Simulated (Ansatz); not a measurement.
Species: CuCl (charge -1, doublet). The spin state was set by rule; other spins were not relaxed. 
Coordinates optimised at B3LYP-D3(BJ)/def2-TZVP (Ansatz, a first-principles code):
```xyz
2

Cu     0.0000     0.0000    -0.8377
Cl     0.0000     0.0000     1.4290
```
Charge -1, spin multiplicity 2.

Total electronic energies in hartree. Cores are frozen in the correlated levels unless marked. Open shells are spin-unrestricted. No spin-orbit coupling. The frozen core is the preceding noble-gas configuration, with the filled d and f shells of earlier blocks. Non-relativistic. CBS(X,Y): correlation extrapolated as X^-3; Hartree-Fock from the larger set. The bracket is a focal-point correction in the basis named.

```tsv
level	program	energy (Eh)
HF/6-31G	Ansatz	-2098.19457
HF/def2-QZVPP	Ansatz	-2098.57840
BLYP-D4/def2-TZVPD	Ansatz + dftd4	-2100.92435
BLYP/def2-TZVPD	Ansatz	-2100.92168
revPBE-D3(BJ)/def2-TZVPD	Ansatz + dftd3	-2100.64334
r2SCAN-D4/def2-TZVPD	Ansatz + dftd4	-2100.77875
B97M-V/def2-TZVPD	Ansatz	-2100.35994
B3LYP-D3(BJ)/def2-TZVPD	Ansatz + dftd3	-2100.89286
PBE0-D3(BJ)/def2-TZVP	Ansatz + dftd3	-2100.41346
PBE0-D3(BJ)/def2-TZVPD	Ansatz + dftd3	-2100.42513
BHLYP/def2-TZVPD	Ansatz	-2100.75880
CAM-B3LYP/def2-TZVPD	Ansatz	-2100.94168
LC-wPBE-D3(BJ)/def2-TZVPD	Ansatz + dftd3	-2100.48437
LC-wPBE-D4/def2-TZVPD	Ansatz + dftd4	-2100.48464
wB97M-V/def2-TZVPD	Ansatz	-2100.70568
B2GP-PLYP-D3(BJ)/def2-TZVPD	Ansatz + dftd3	-2100.22043
B2PLYP-D4/def2-TZVPD	Ansatz + dftd4	-2100.39017
MP2/def2-QZVPP	Ansatz	-2099.32540
SCS-MP2/6-31G*	Ansatz	-2098.52582
SCS-MP2/def2-SVPD	Ansatz	-2098.55906
CCSD(T)/6-31G*	Ansatz	-2098.57532
CCSD(T)/def2-TZVPPD	Ansatz	-2099.20415
RI-MP2/CBS(def2-TZVPPD,def2-QZVPPD)+[CCSD(T)-MP2]/def2-TZVPPD	Ansatz	-2099.3428
```

Totals of different functionals don't rank their quality; only differences between species are comparable.
